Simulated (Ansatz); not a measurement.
`[CH3][Sn]([F])([F])[F]` + CH₃OH → `C[O][Sn]([F])([F])[F]` + CH₄  (ligand exchange at the Sn–C bond)

Gas-phase electronic energies from Ansatz, PBE0-D4/def2-TZVP geometries. CCSD(T)/CBS is the MP2 limit (def2-TZVPP, def2-QZVPP) plus CCSD(T) − MP2 in def2-TZVPP, frozen cores. This one scheme is used for every species. DFT in def2-TZVPP. def2 core potentials past Kr. For Sn outer-core shells are correlated without core-valence functions, which leaves a few kJ/mol of doubt a bond. Each species was taken in one conformer, which may not be the lowest.

`[CH3][Sn]([F])([F])[F]`:

Cartesian coordinates in Å:
```
C 0.626 0.558 0.877
Sn -0.459 -0.408 -0.642
F -0.251 -2.295 -0.667
F -2.336 -0.144 -0.550
F 0.007 0.139 -2.399
H 0.280 0.186 1.840
H 1.683 0.336 0.742
H 0.450 1.629 0.798
```

CH₃OH:

Cartesian coordinates in Å:
```
C 0.165 0.255 -0.186
O -0.178 -0.505 0.949
H 0.880 1.011 0.139
H -0.700 0.769 -0.623
H 0.643 -0.352 -0.966
H -0.810 -1.178 0.687
```

`C[O][Sn]([F])([F])[F]`:

Cartesian coordinates in Å:
```
C -1.277 0.538 0.644
O -0.724 -0.602 -0.005
Sn 1.095 -0.600 -0.609
F 1.424 0.733 -1.908
F 1.506 -2.270 -1.372
F 2.315 -0.277 0.798
H -2.306 0.279 0.900
H -1.291 1.414 -0.012
H -0.741 0.785 1.565
```

CH₄:

```xyz
5

C     0.000    0.000    0.000
H    -0.857   -0.648    0.183
H     0.834   -0.596   -0.370
H     0.289    0.492    0.928
H    -0.266    0.752   -0.742
```

| level | ΔE (kJ/mol) |
| --- | --- |
| revPBE-D4 | -5.1 |
| MP2/CBS(def2) | -3.7 |

(1) What does CCSD(T)/CBS give? (Estimate.)

(2) What do rigid-rotor, harmonic-oscillator terms from PBE0-D4/def2-TZVP frequencies (298.15 K, 1 bar) make of the CCSD(T)/CBS value? (An estimate is asked.)

Largest T1 diagnostic among the species: 0.015.

Answers

(1) Ansatz gave: -4.4 kJ/mol. The listed levels differ from it by -0.7, 0.7 kJ/mol.

(2) The calculation gave: ΔZPE = -3.1 kJ/mol, ΔH = -5.9 kJ/mol, ΔS = -16 J/(mol·K), ΔG = -1.2 kJ/mol. Modes under 50 cm⁻¹ make the entropy rough.

In def2-TZVPP, CCSD(T) changes the Hartree–Fock value by +3.1 kJ/mol (the triples alone add −2.1 kJ/mol) and MP2 by +3.8 kJ/mol. From BLYP to BHLYP (50 % exact exchange), in def2-TZVPP and without D4, ΔE moves by +5.4 kJ/mol. At CCSD(T), def2-SVP lies −9.4 kJ/mol from the extrapolated value and def2-TZVPP +0.3 kJ/mol.
